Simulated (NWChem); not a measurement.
System: sulfolane (C₄H₈O₂S); SMILES O=S1(=O)CCCC1

Here is an NWChem input.

```
start job
memory heap 200 mb stack 900 mb global 1100 mb
geometry units angstroms
  O      1.542140     0.812952    -0.708843
  S      0.538686     0.354987     0.212358
  O      0.720502     0.678194     1.600774
  C     -1.124553     0.887731    -0.341434
  C     -1.671123    -0.359979    -0.999681
  C     -1.225544    -1.549007    -0.142182
  C      0.276467    -1.446643     0.007120
  H     -1.677071     1.172656     0.548534
  H     -1.010875     1.731242    -1.012339
  H     -2.757991    -0.328378    -1.084811
  H     -1.249653    -0.459036    -2.001840
  H     -1.522073    -2.492306    -0.602384
  H     -1.695905    -1.482171     0.840705
  H      0.672449    -1.954274     0.878932
  H      0.811473    -1.743110    -0.889752
end
basis spherical
  * library 6-31g*
end
dft
  xc b3lyp
  iterations 150
end
driver
  maxiter 120
end
task dft optimize
task dft freq
```

Excerpt of the output:

```
             Northwest Computational Chemistry Package (NWChem) 7.3.0
             --------------------------------------------------------

 C2  symmetry detected

                             Geometry "geometry" -> ""
                             -------------------------

 Output coordinates in angstroms (scale by  1.889725989 to convert to a.u.)

  No.       Tag          Charge          X              Y              Z
 ---- ---------------- ---------- -------------- -------------- --------------
    1 O                    8.0000     1.15789915     0.40763269     1.50872435
    2 S                   16.0000     0.00000000     0.00000000     0.76149873
    3 O                    8.0000    -1.15789915    -0.40763269     1.50872435
    4 C                    6.0000    -0.46177407     1.29235325    -0.45233679
    5 C                    6.0000     0.11659562     0.75717478    -1.74380101
    6 C                    6.0000    -0.11659562    -0.75717478    -1.74380101
    7 C                    6.0000     0.46177407    -1.29235325    -0.45233679
    8 H                    1.0000    -1.54618502     1.34168334    -0.46337710
    9 H                    1.0000    -0.03524743     2.23542750    -0.13103775
   10 H                    1.0000    -0.34562547     1.22116601    -2.61592020
   11 H                    1.0000     1.18926546     0.95767933    -1.77462281
   12 H                    1.0000     0.34562547    -1.22116601    -2.61592020
   13 H                    1.0000    -1.18926546    -0.95767933    -1.77462281
   14 H                    1.0000     0.03524743    -2.23542750    -0.13103775
   15 H                    1.0000     1.54618502    -1.34168334    -0.46337710

 Effective nuclear repulsion energy (a.u.)     431.1538602722

      Symmetry information
      --------------------

 Group name             C2
 Group number              4
 Group order               2
 No. of unique centers     8

                                Z-matrix (autoz)
                                --------

 Units are Angstrom for bonds and degrees for angles

      Type          Name      I     J     K     L     M      Value
      ----------- --------  ----- ----- ----- ----- ----- ----------
    1 Stretch                  1     2                       1.43709
    2 Stretch                  2     3                       1.43709
    3 Stretch                  2     4                       1.83216
    4 Stretch                  2     7                       1.83216
    5 Stretch                  4     5                       1.51288
    6 Stretch                  4     8                       1.08559
    7 Stretch                  4     9                       1.08377
    8 Stretch                  5     6                       1.53220
    9 Stretch                  5    10                       1.09065
   10 Stretch                  5    11                       1.09168
   11 Stretch                  6     7                       1.51288
   12 Stretch                  6    12                       1.09065
   13 Stretch                  6    13                       1.09168
   14 Stretch                  7    14                       1.08377
   15 Stretch                  7    15                       1.08559
   16 Bend                     1     2     3               117.34143
   17 Bend                     1     2     4               110.33282
   18 Bend                     1     2     7               109.96740
   19 Bend                     2     4     5               102.69007
   20 Bend                     2     4     8               106.89119
   21 Bend                     2     4     9               108.55393
   22 Bend                     2     7     6               102.69007
   23 Bend                     2     7    14               108.55393
   24 Bend                     2     7    15               106.89119
   25 Bend                     3     2     4               109.96740
   26 Bend                     3     2     7               110.33282
   27 Bend                     4     2     7                97.01588
   28 Bend                     4     5     6               106.94442
   29 Bend                     4     5    10               111.72110
   30 Bend                     4     5    11               109.55847
   31 Bend                     5     4     8               112.90942
   32 Bend                     5     4     9               114.23281
   33 Bend                     5     6     7               106.94442
   34 Bend                     5     6    12               110.85282
   35 Bend                     5     6    13               109.33367
   36 Bend                     6     5    10               110.85282
   37 Bend                     6     5    11               109.33367
   38 Bend                     6     7    14               114.23281
   39 Bend                     6     7    15               112.90942
   40 Bend                     7     6    12               111.72110
   41 Bend                     7     6    13               109.55847
   42 Bend                     8     4     9               110.89192
   43 Bend                    10     5    11               108.40358
   44 Bend                    12     6    13               108.40358
   45 Bend                    14     7    15               110.89192
   46 Torsion                  1     2     4     5         100.06304
   47 Torsion                  1     2     4     8        -140.89896
   48 Torsion                  1     2     4     9         -21.22680
   49 Torsion                  1     2     7     6        -128.95856
   50 Torsion                  1     2     7    14         109.75160
   51 Torsion                  1     2     7    15          -9.92056
   52 Torsion                  2     4     5     6          39.23643
   53 Torsion                  2     4     5    10         160.69875
   54 Torsion                  2     4     5    11         -79.15713
   55 Torsion                  2     7     6     5          39.23643
   56 Torsion                  2     7     6    12         160.69875
   57 Torsion                  2     7     6    13         -79.15713
   58 Torsion                  3     2     4     5        -128.95856
   59 Torsion                  3     2     4     8          -9.92056
   60 Torsion                  3     2     4     9         109.75160
   61 Torsion                  3     2     7     6         100.06304
   62 Torsion                  3     2     7    14         -21.22680
   63 Torsion                  3     2     7    15        -140.89896
   64 Torsion                  4     2     7     6         -14.30072
   65 Torsion                  4     2     7    14        -135.59056
   66 Torsion                  4     2     7    15         104.73728
   67 Torsion                  4     5     6     7         -53.65071
   68 Torsion                  4     5     6    12        -175.66002
   69 Torsion                  4     5     6    13          64.88923
   70 Torsion                  5     4     2     7         -14.30072
   71 Torsion                  5     6     7    14         156.56131
   72 Torsion                  5     6     7    15         -75.50329
   73 Torsion                  6     5     4     8         -75.50329
   74 Torsion                  6     5     4     9         156.56131
   75 Torsion                  7     2     4     8         104.73728
   76 Torsion                  7     2     4     9        -135.59056
   77 Torsion                  7     6     5    10        -175.66002
   78 Torsion                  7     6     5    11          64.88923
   79 Torsion                  8     4     5    10          45.95902
   80 Torsion                  8     4     5    11         166.10315
   81 Torsion                  9     4     5    10         -81.97638
   82 Torsion                  9     4     5    11          38.16775
   83 Torsion                 10     5     6    12          62.33066
   84 Torsion                 10     5     6    13         -57.12009
   85 Torsion                 11     5     6    12         -57.12009
   86 Torsion                 11     5     6    13        -176.57084
   87 Torsion                 12     6     7    14         -81.97638
   88 Torsion                 12     6     7    15          45.95902
   89 Torsion                 13     6     7    14          38.16775
   90 Torsion                 13     6     7    15         166.10315

                           NWChem Geometry Optimization
                           ----------------------------

 maximum gradient threshold         (gmax) =   0.000450
 rms gradient threshold             (grms) =   0.000300
 maximum cartesian step threshold   (xmax) =   0.001800
 rms cartesian step threshold       (xrms) =   0.001200
 fixed trust radius                (trust) =   0.300000
 source of zmatrix                         =   autoz

          -------------------
          Energy Minimization
          -------------------

 Using diagonal initial Hessian
 Scaling for Hessian diagonals: bonds = 1.00  angles = 0.25  torsions = 0.10

          --------
          Step   0

                                 NWChem DFT Module
                                 -----------------

 Summary of "ao basis" -> "ao basis" (spherical)
 ------------------------------------------------------------------------------
       Tag                 Description            Shells   Functions and Types
 ---------------- ------------------------------  ------  ---------------------
 O                           6-31g*                  6       14   3s2p1d
 S                           6-31g*                  8       18   4s3p1d
 C                           6-31g*                  6       14   3s2p1d
 H                           6-31g*                  2        2   2s

      Symmetry analysis of basis
      --------------------------

        a          60
        b          58

            General Information
            -------------------
          SCF calculation type: DFT
          Wavefunction type:  closed shell.
          No. of atoms     :    15
          No. of electrons :    64
           Alpha electrons :    32
            Beta electrons :    32
          Charge           :     0
          Spin multiplicity:     1
          Use of symmetry is: on ; symmetry adaption is: on
          Maximum number of iterations: 150
          AO basis - number of functions:   118
                     number of shells:    60
          Convergence on energy requested:  1.00D-06
          Convergence on density requested:  1.00D-05
          Convergence on gradient requested:  5.00D-04

[...]

      ----------------------
      Optimization converged
      ----------------------

  Step       Energy      Delta E   Gmax     Grms     Xrms     Xmax
  ---- ---------------- -------- -------- -------- -------- --------
@   11    -705.81211318 -1.8D-07  0.00001  0.00001  0.00031  0.00067
                                     ok       ok       ok       ok

                                Z-matrix (autoz)
                                --------

 Units are Angstrom for bonds and degrees for angles

[...]

 Rotational Constants
 --------------------
 A=   0.122216 cm-1  (  0.175837 K)
 B=   0.066037 cm-1  (  0.095010 K)
 C=   0.061533 cm-1  (  0.088530 K)

 Temperature                      =   298.15K
 frequency scaling parameter      =   1.0000

 Zero-Point correction to Energy  =   77.361 kcal/mol  (  0.123283 au)
 Thermal correction to Energy     =   81.622 kcal/mol  (  0.130073 au)
 Thermal correction to Enthalpy   =   82.215 kcal/mol  (  0.131017 au)

 Total Entropy                    =   81.533 cal/mol-K
   - Translational                =   40.244 cal/mol-K (mol. weight = 120.0245)
   - Rotational                   =   26.187 cal/mol-K (symmetry #  =        2)
   - Vibrational                  =   15.101 cal/mol-K

 Cv (constant volume heat capacity) =   25.380 cal/mol-K
   - Translational                  =    2.979 cal/mol-K
   - Rotational                     =    2.979 cal/mol-K
   - Vibrational                    =   19.421 cal/mol-K

[normal modes left out]

 ----------------------------------------------------------------------------
 Normal Eigenvalue ||           Projected Infra Red Intensities
  Mode   [cm**-1]  || [atomic units] [(debye/angs)**2] [(KM/mol)] [arbitrary]
 ------ ---------- || -------------- ----------------- ---------- -----------
    1       -0.000 ||    0.000549           0.013         0.535       0.375
    2        0.000 ||    0.003405           0.079         3.320       2.331
    3        0.000 ||    0.001271           0.029         1.239       0.870
    4        0.000 ||    0.000766           0.018         0.747       0.524
    5        0.000 ||    0.000146           0.003         0.142       0.100
    6        0.000 ||    0.002984           0.069         2.909       2.042
    7       35.506 ||    0.002496           0.058         2.433       1.708
    8      227.380 ||    0.000073           0.002         0.071       0.050
    9      304.667 ||    0.000124           0.003         0.121       0.085
   10      353.269 ||    0.000707           0.016         0.690       0.484
   11      360.437 ||    0.010841           0.250        10.568       7.420
   12      412.760 ||    0.022147           0.511        21.590      15.159
   13      507.177 ||    0.007536           0.174         7.347       5.158
   14      550.479 ||    0.018529           0.427        18.063      12.682
   15      642.106 ||    0.011240           0.259        10.957       7.693
   16      720.991 ||    0.062004           1.430        60.445      42.439
   17      809.989 ||    0.001282           0.030         1.250       0.877
   18      885.181 ||    0.000184           0.004         0.179       0.126
   19      914.644 ||    0.004550           0.105         4.436       3.115
   20      916.489 ||    0.016102           0.371        15.697      11.021
   21      987.343 ||    0.000045           0.001         0.044       0.031
   22     1009.354 ||    0.000304           0.007         0.297       0.208
   23     1050.395 ||    0.001859           0.043         1.812       1.272
   24     1092.231 ||    0.003228           0.074         3.147       2.210
   25     1103.344 ||    0.127049           2.931       123.854      86.959
   26     1167.452 ||    0.054361           1.254        52.994      37.208
   27     1230.592 ||    0.000791           0.018         0.771       0.541
   28     1237.130 ||    0.000480           0.011         0.468       0.328
   29     1291.117 ||    0.044531           1.027        43.411      30.479
   30     1310.784 ||    0.014311           0.330        13.951       9.795
   31     1328.088 ||    0.132378           3.054       129.049      90.607
   32     1364.683 ||    0.006244           0.144         6.087       4.274
   33     1381.480 ||    0.000488           0.011         0.475       0.334
   34     1487.597 ||    0.001522           0.035         1.484       1.042
   35     1490.397 ||    0.010963           0.253        10.688       7.504
   36     1518.266 ||    0.005819           0.134         5.673       3.983
   37     1530.104 ||    0.000806           0.019         0.786       0.552
   38     3065.214 ||    0.015066           0.348        14.687      10.312
   39     3069.346 ||    0.023199           0.535        22.616      15.879
   40     3102.200 ||    0.006626           0.153         6.459       4.535
   41     3102.335 ||    0.001077           0.025         1.050       0.737
   42     3115.345 ||    0.011324           0.261        11.039       7.751
   43     3121.944 ||    0.024293           0.560        23.682      16.628
   44     3171.144 ||    0.000362           0.008         0.353       0.248
   45     3172.036 ||    0.003394           0.078         3.309       2.323
 ----------------------------------------------------------------------------
```

Level: B3LYP/6-31G* (spherical d).
